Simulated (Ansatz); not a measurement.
BCl3F (charge -1), singlet: a pair in one relaxed arrangement.

Input (in.yaml):

```yaml
crystal:
  periodic: [false, false, false]
  atoms:
    - {symbol: F, position_ang: [-0.139758, 0.077472, -1.466203]}
    - {symbol: Cl, position_ang: [-1.135266, 1.271924, 0.706163]}
    - {symbol: B, position_ang: [-0.010240, 0.005675, -0.107433]}
    - {symbol: Cl, position_ang: [-0.484528, -1.712871, 0.486424]}
    - {symbol: Cl, position_ang: [1.769791, 0.357800, 0.380950]}
basis:
  gaussian: {orbitals: def2-SVP}
total_charge: -1
correlation: {method: ccsd_t}
```

Run by:

```bash
ansatz run in.yaml --threads 4 --pin off --events-out ev --progress --plain --max-ram 9574MiB
```

What Ansatz 0.2.0 printed:

```
Functional definition: HF
  name "HF"
  cite "Fock, Z. Phys. 61, 126 (1930) doi:10.1007/BF01340294"
  parent pbe
  exchange = exact_x
  correlation = 0
753 factors; integrals over basis functions are off by at most 1.1e-3 eV
mean field evaluation 1: about -40878.6394 eV, gradient 2.6e1 eV
mean field evaluation 2: about -40878.7402 eV, gradient 2.6e1 eV
mean field evaluation 4: about -40880.6985 eV, gradient 1.9e0 eV
mean field evaluation 8: about -40880.7203 eV, gradient 1.5e-1 eV
mean field evaluation 16: about -40880.1160 eV, gradient 1.4e1 eV
mean field -40880.72034208 eV, -1502.3387626240 hartree, gradient 9.7e-7 eV, S^2 0.000000; 0 other end points of the search recorded, 0 dependent functions left out
17 core orbitals not correlated: weight in the atoms' cores, before any rotation towards them, 1.000 or more for the frozen orbitals, at most 0.000 for the correlated occupied ones
reference -40880.72034208 eV, -1502.3387626240 hartree; 16, 16 occupied and 49, 49 virtual orbitals, 753 factors
second order -18.36341313 eV of doubles, -0.00000000 eV of singles
cycle   1  -18.96664270 eV  change   -6.0e-1 eV  update   8.1e-2
cycle   2  -19.28403815 eV  change   -3.2e-1 eV  update   2.1e-2
cycle   3  -19.35408100 eV  change   -7.0e-2 eV  update   9.8e-3
cycle   4  -19.35300606 eV  change    1.1e-3 eV  update   1.6e-3
cycle   5  -19.35252946 eV  change    4.8e-4 eV  update   6.2e-4
cycle   6  -19.35253811 eV  change   -8.6e-6 eV  update   1.8e-4
cycle   7  -19.35246224 eV  change    7.6e-5 eV  update   4.8e-5
cycle   8  -19.35246556 eV  change   -3.3e-6 eV  update   1.3e-5
perturbative correction -0.38249386 eV, -0.0140563900 hartree
Total energy: -40900.45530150 eV, -1503.0640090057 hartree
```

Hardware: 4 CPU threads of an Intel Xeon Platinum 8259CL, shared host. Wall time about 1.2 s.
